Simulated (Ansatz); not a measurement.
B8P8H22, a nanocrystal cut from wurtzite BP (hydrogen-capped), relaxed as a singlet with RKS PBE-D4/def2-SVP in Ansatz, starting from the GFN2-xTB geometry. Force threshold 0.03 eV/Å.

Start:

Cartesian coordinates in Å:
```
B 0.0358 0.3674 -3.6314
P 1.2230 -1.0801 -3.1060
P -0.4775 1.1415 -1.9357
B -1.4638 -0.1093 -0.8240
B 1.5292 -1.3300 -1.2133
P -0.2073 -1.5461 -0.3637
P -2.0154 0.6905 0.8586
B -3.0367 -0.5338 1.9525
B 0.0048 -1.7769 1.5558
P -1.7627 -1.9560 2.3178
B 1.0640 1.8639 -0.9889
P 2.2059 0.3454 -0.4774
P 0.3922 2.6357 0.6420
B -0.4897 1.4086 1.8345
B 2.5311 0.2197 1.4288
P 0.7586 -0.0794 2.1534
H -0.9136 -0.0896 -4.1839
H 0.6419 1.1572 -4.2826
H 0.8491 -2.3009 -3.6627
H 2.4549 -1.0161 -3.7503
H -1.3328 2.2288 -2.1788
H -2.4016 -0.5508 -1.4114
H 2.2518 -2.2434 -0.9796
H -0.7486 -2.7517 -0.8535
H -2.8270 1.7910 0.5378
H -3.9520 -0.9786 1.3361
H -3.3487 -0.0131 2.9755
H 0.7143 -2.6941 1.8134
H -2.2636 -3.2131 1.9887
H -1.6348 -2.2179 3.6785
H 1.6502 2.6627 -1.6454
H 3.4324 0.5681 -1.1206
H -0.4541 3.7063 0.3505
H 1.3611 3.3900 1.2961
H -0.8218 1.9369 2.8464
H 3.2344 -0.7107 1.6646
H 2.9537 1.2657 1.8297
H 0.8635 -0.1878 3.5488
```

| step | energy (eV) | largest force component (eV/Å) | SCF passes |
| --- | --- | --- | --- |
| 1 | -80017.0385 | 0.847 | 20 |
| 2 | -80017.3624 | 0.280 | 20 |
| 3 (rejected) | -80017.3595 | 0.335 | 20 |
| 4 | -80017.4063 | 0.069 | 20 |
| 5 | -80017.4077 | 0.047 | 22 |
| 6 | -80017.4081 | 0.003 | 14 |

Force components are those of the run's own axes.

End:

```xyz
38

B     0.057    0.359   -3.663
P     1.248   -1.112   -3.144
P    -0.486    1.160   -1.960
B    -1.486   -0.092   -0.832
B     1.531   -1.332   -1.226
P    -0.227   -1.564   -0.378
P    -2.044    0.703    0.869
B    -3.051   -0.553    1.985
B    -0.004   -1.783    1.563
P    -1.776   -2.000    2.350
B     1.062    1.890   -1.000
P     2.228    0.357   -0.499
P     0.415    2.679    0.661
B    -0.503    1.431    1.844
B     2.536    0.220    1.431
P     0.751   -0.077    2.184
H    -0.926   -0.106   -4.224
H     0.689    1.172   -4.324
H     0.825   -2.362   -3.693
H     2.530   -1.008   -3.766
H    -1.359    2.255   -2.255
H    -2.450   -0.538   -1.435
H     2.273   -2.263   -0.960
H    -0.781   -2.784   -0.880
H    -2.909    1.800    0.561
H    -3.989   -1.004    1.342
H    -3.361   -0.017    3.039
H     0.744   -2.712    1.817
H    -2.294   -3.277    1.971
H    -1.608   -2.225    3.751
H     1.659    2.711   -1.677
H     3.483    0.586   -1.142
H    -0.462    3.765    0.354
H     1.451    3.384    1.345
H    -0.849    1.975    2.880
H     3.242   -0.751    1.663
H     2.971    1.291    1.844
H     0.871   -0.180    3.604
```

By distances, no bond broke or formed. The bond that changes most is P10–H30, from 1.39 to 1.43 Å (atoms count from 1).

No frequencies were taken in this run, so the end may be a saddle point.

Hardware: 2 threads of AMD EPYC 7R13 on a shared host and a share (18 GiB) of an NVIDIA H100 80GB HBM3. Wall time 33 s, peak host memory 1.1 GiB.
